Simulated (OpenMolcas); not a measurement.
## Cu3+, Ag3+, Au3+: d⁸ down the group

```json
{"Program": "OpenMolcas", "Method": "SS-CASPT2, IPEA 0.25 Eh, imaginary shift 0.1 Eh", "Basis": "ANO-R2", "Scalar Hamiltonian": "X2C, finite nucleus", "Spin-orbit coupling": "state interaction with AMFI integrals over the reference wave functions, term energies averaged over their components"}
```

Active space for each ion: 8 electrons in 10 orbitals (d d); closed shells correlated by CASPT2: Cu3+ 3s 3p; Ag3+ 4s 4p; Au3+ 5s 5p.

Computed levels in cm-1 above ³F₄:

```csv
Level,Cu3+,Ag3+,Au3+
³F₃,1832,4000,12310
³P₂,19870,11850,18660
³P₁,20240,16020,22520
³P₀,20570,16220,18950
¹G₄,27400,20950,26520
¹S₀,62060,47960,56390
weight of ³F in the lowest level (%),100,99,95
```

Mixed levels, with the weight of the term that names them: Ag3+ ³P₂ (54 %), Au3+ ³P₂ (51 %).

Measured, with the error of the calculation in %. Measured levels: Cu3+ from Sugar and Musgrove, J. Phys. Chem. Ref. Data 19, 527 (1990); Ag3+ from the list in Gamrath, thesis, University of Mons (2023); Au3+ from Zainab et al., Astrophys. J. Suppl. Ser. 267, 12 (2023).

```tsv
Level	Cu3+	Ag3+	Au3+
³F₃	1861 (-1.6)	4172 (-4.1)	12294 (+0.2)
³P₂	19697 (+0.9)		
³P₁	20097 (+0.7)	15900 (+0.7)	21490 (+4.8)
³P₀	20423 (+0.7)	16092 (+0.8)	18185 (+4.2)
¹G₄	26913 (+1.8)	20570 (+1.9)	25702 (+3.2)
¹S₀	61456 (+1.0)	47139 (+1.7)	55278 (+2.0)
```

The fine-structure level ³F₃ changes by a factor of 6.72 from Cu3+ to Au3+.

Without spin-orbit coupling ³P lies 18400, 12000, 10160 cm-1 above ³F in that order; the difference to the level ³P₂, of either sign, comes from spin-orbit coupling, which also lowers the zero.

CASPT2 does not keep the components of a term degenerate, so their means are used; among the terms shown or strongly mixed into the levels shown the widest spread is 750 cm-1 (4d⁸ ¹G, Ag3+). Active for correlation alone: 4d; no level in the range computed is led by a configuration that fills it, so any true level of that kind is missing (holds for Cu3+). Active for correlation alone: 5d; no level in the range computed is led by a configuration that fills it, so any true level of that kind is missing (holds for Ag3+). Active for correlation alone: 6d; no level in the range computed is led by a configuration that fills it, so any true level of that kind is missing (holds for Au3+). Measured partners are found by configuration, term and J. A level has none where our copy of the source lacks it or the pairing is in doubt (some pairs that miss far off the trend of their configuration count as doubtful), and it then counts in no deviation. Only configurations of the active space appear.
